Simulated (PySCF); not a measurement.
Al⁺: ionisation energy

Al⁺ [Ne] 3s2 (1S) → Al²⁺ [Ne] 3s1 (2S), as a difference of total energies. Calculation: PySCF 2.14, in aug-cc-pwCVTZ (8s7p5d3f, 75 functions); the non-relativistic Hamiltonian (point nucleus). Correlated levels: valence: [Ne] frozen; valence and next inner shell: 1s2 frozen; nothing frozen. The calculations carry no spin-orbit coupling.

```tsv
method	ionisation energy (eV)
UHF	17.520
LDA	18.892
PBE	18.757
PBE0	18.652
r2SCAN	18.374
PBEsol	18.633
TPSSh	18.604
wB97M-V	18.869
B97-3	18.858
MP2 (valence)	18.289
SCS-MP2 (valence)	18.443
MP2 (valence and next inner shell)	18.507
SCS-MP2 (valence and next inner shell)	18.613
MP2 (all electrons)	18.504
SCS-MP2 (all electrons)	18.611
```

Question: How much does correlation contribute at MP2 (all electrons)?

Answer: 18.504 − (17.520) = 0.984 eV, measured against UHF.

Errors of the correlated levels include the incompleteness of this basis and the frozen core.

MP2 underrates the near-degeneracy of ns² with np² in the lower species.

For comparison: 18.829 eV (measured; NIST Atomic Spectra Database, ionization energies).
